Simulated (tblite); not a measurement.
C4H5Br2NSi.
Numbering: `[N:1]#[C:2]/[CH:3]=[CH:4]/[Si@H:5]([Br:6])[CH2:7][Br:8]` (hydrogens: H9 on C3; H10 on C4; H11 on Si5; H12, H13 on C7)

Computed with GFN2-xTB (tblite), gas phase: L-BFGS steps from a force-field or distance-geometry start until the largest atomic force falls under 0.01 eV/Å.

Step 0: E = -649.8371 eV
```
atom  x, y, z in Å  |  force x, y, z in eV/Å
N1      4.1410    0.7155   -0.3274   -3.802  -1.184   1.157
C2      3.0726    0.3587    0.0319    3.191   0.535  -0.501
C3      1.7964   -0.0769    0.5120    0.630   0.948  -0.950
C4      0.7102    0.5410    0.0288   -0.118  -0.674   0.807
Si5    -0.9611   -0.0199    0.6478   -0.046   0.167   0.445
Br6    -0.8010   -1.8866    1.9136   -0.052   0.439  -0.334
C7     -1.9291   -0.3738   -0.9274    0.269  -1.283  -0.127
Br8    -3.0488    1.1176   -1.3788   -0.207   0.215  -0.202
H9      1.6792   -0.8749    1.2306    0.541   0.035  -0.051
H10     0.7468    1.3388   -0.6815    0.266   0.247  -0.243
H11    -1.6379    1.0014    1.4205   -0.053  -0.001   0.257
H12    -1.2150   -0.5745   -1.7565   -0.755   0.057   0.308
H13    -2.5577   -1.2661   -0.7314    0.136   0.500  -0.567
```

Problem. Estimate the geometry and energy of step 1. (The exact step hangs on the optimiser's Hessian estimate; all steps are aligned on step 0, rigid shifts and turns removed.)

Solution. E = -649.6101 eV, largest force 12.168 eV/Å
```
atom  x, y, z in Å  |  force x, y, z in eV/Å
N1      4.0867    0.6986   -0.3109    9.687   3.367  -3.447
C2      3.1182    0.3664    0.0248  -10.732  -4.002   4.107
C3      1.8054   -0.0634    0.4984    0.998   0.241  -0.321
C4      0.7085    0.5314    0.0403    0.008   0.142   0.059
Si5    -0.9618   -0.0175    0.6541   -0.164   0.067   0.252
Br6    -0.8017   -1.8804    1.9088   -0.046   0.345  -0.256
C7     -1.9253   -0.3921   -0.9292    0.193  -0.441   0.167
Br8    -3.0518    1.1207   -1.3816   -0.073   0.036  -0.138
H9      1.6869   -0.8744    1.2299    0.660   0.405  -0.390
H10     0.7506    1.3424   -0.6849    0.139  -0.181   0.154
H11    -1.6386    1.0014    1.4241   -0.085   0.039   0.268
H12    -1.2257   -0.5737   -1.7521   -0.439  -0.057  -0.001
H13    -2.5557   -1.2589   -0.7395   -0.146   0.038  -0.454
```

The energy changes by +0.2270 eV. The first-order estimate −F·Δx gives -0.5061 eV and the mean of the old and new forces, exact on a quadratic surface, +0.3192 eV. The step makes an angle of 0° with the force vector and moves no atom by more than 0.059 Å. The energy falls at the start of this step and ends higher, so the step passed the lowest point of its straight line.

What follows is the cost of the whole relaxation. The run took 1.4 s of wall time on Arm Neoverse N1, one thread, no GPU (shared host).
